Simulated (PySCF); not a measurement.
Species: C3H6BrFO.
SMILES with atom numbers: `[OH:1][CH2:2][CH2:3][C@@H:4]([F:5])[Br:6]` (hydrogens: H7 on O1; H8, H9 on C2; H10, H11 on C3; H12 on C4)

A GFN2-xTB structure was refined with PBE0-D3(BJ)/def2-SVP geometry optimisation, gas phase in PySCF. Its GFN2-xTB values:

```
 coordinate  GFN2-xTB
      O1–C2   1.402 Å
      O1–H7   0.964 Å
      C2–C3   1.537 Å
      C2–H8   1.099 Å
      C2–H9   1.093 Å
      C3–C4   1.514 Å
     C3–H10   1.093 Å
     C3–H11   1.094 Å
      C4–F5   1.353 Å
     C4–Br6   1.969 Å
     C4–H12   1.096 Å
   O1–C2–C3    112.1°
   C2–C3–C4    112.7°
   C3–C4–F5    111.5°
  C3–C4–Br6    111.4°
  F5–C4–Br6    107.4°
O1–C2–C3–C4      177°
```

Question: How do these coordinates change at the PBE0-D3(BJ)/def2-SVP level?

Answer: 
| coordinate | PBE0-D3(BJ)/def2-SVP (Å or °) | change |
| --- | --- | --- |
| C2–C3 | 1.524 | -0.013 |
| C3–H11 | 1.104 | +0.010 |
| C3–H10 | 1.102 | +0.009 |
| C3–C4 | 1.506 | -0.008 |
| C2–H9 | 1.100 | +0.007 |
| C2–H8 | 1.106 | +0.007 |
| C4–Br6 | 1.964 | -0.005 |
| C4–H12 | 1.099 | +0.003 |
| O1–C2 | 1.400 | -0.002 |
| O1–H7 | 0.962 | -0.002 |
| C4–F5 | 1.353 | 0.000 |
| C2–C3–C4 | 114.9 | +2.2 |
| F5–C4–Br6 | 108.6 | +1.2 |
| C3–C4–F5 | 110.6 | -0.9 |
| C3–C4–Br6 | 111.8 | +0.4 |
| O1–C2–C3 | 111.9 | -0.2 |
| O1–C2–C3–C4 | 175 | -2 |

The energy falls by 0.66 kcal/mol over 8 energy and gradient evaluations, the largest force component goes from 0.0152 to 4.1e-04 Eh/bohr, and the atoms move by 0.030 Å rms after alignment. The bond that changes most is C2–C3 (carbinol carbon (C–OH) to chain CH2 carbon), which shortens by 0.013 Å. Bonds longer at the end by more than 0.005 Å: 4 of 11; shorter: 2. Rotational constants go from 3681, 1190, 992.7 to 3769, 1165, 977.7 MHz.

The run used 132 basis functions and 53 SCF cycles in all. Time: 53 s wall; peak memory 0.59 GiB. Hardware: one thread of an Arm Neoverse V1, shared host with 32 logical CPUs at a one-minute load of 54.

Not checked by PBE0-D3(BJ)/def2-SVP frequencies. One conformer, not necessarily the lowest.

Shape of the structure used: `[OH:1][CH2:2][CH2:3][C@@H:4]([F:5])[Br:6]`: O1–C2–C3–C4 175°, C2–C3–C4–F5 -56°, H–O1–C2–C3 71°.
